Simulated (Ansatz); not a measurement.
Total energies of GeEt2Me2 (C₆H₁₆Ge) from Ansatz at PBE-D4/def2-TZVPD, gas phase (1 Eh = 27.2114 eV = 2625.5 kJ/mol). The reference geometry is relaxed at r2SCAN-D4/def2-SVP.

```xyz
23

Ge    0.380   -0.189    0.043
C     0.586   -0.084   -1.911
C    -0.724   -0.218   -2.687
H     1.297   -0.874   -2.216
H     1.081    0.876   -2.147
H    -0.569   -0.158   -3.778
H    -1.220   -1.182   -2.483
H    -1.440    0.578   -2.418
C    -0.738    1.305    0.675
C    -0.931    1.335    2.191
H    -1.716    1.240    0.165
H    -0.274    2.245    0.325
H    -1.563    2.180    2.513
H    -1.412    0.412    2.558
H     0.032    1.431    2.721
C     2.144   -0.095    0.893
H     2.064   -0.197    1.986
H     2.634    0.867    0.673
H     2.794   -0.903    0.523
C    -0.479   -1.887    0.521
H    -0.528   -2.006    1.615
H     0.088   -2.738    0.112
H    -1.506   -1.937    0.126
```

```
                 state   geometry  energy (Eh)
      charge 0 singlet  reference  -2314.73454
     charge -1 doublet  reference  -2314.70441
free Ge atom (triplet)          –  -2076.60198
 free C atom (triplet)          –    -37.79605
 free H atom (doublet)          –     -0.49962
```

**Question.** Work out the vertical electron affinity, to the doublet.

**Answer.** E(charge 0 singlet) − E(charge -1 doublet) = -2314.73454 − (-2314.70441) = -0.03013 Eh = -0.82 eV; negative, so the extra electron isn't bound.

**Question.** What is the binding energy per atom against free atoms?

**Answer.** Atoms: 1 × (-2076.60198) + 6 × (-37.79605) + 16 × (-0.49962) = -2311.37220 Eh. Binding: -2311.37220 − (-2314.73454) = 3.36234 Eh = 91.49 eV, or 3.98 eV for each of 23 atoms (no zero-point energy, no counterpoise term).

At PBE-D4/def2-TZVPD the highest occupied level of the charge -1 doublet lies above zero (up to 2.18 eV). By energy differences it is unbound by 0.82 eV (vertical, against the charge 0 singlet, at PBE-D4/def2-TZVPD) and held by the finite basis.
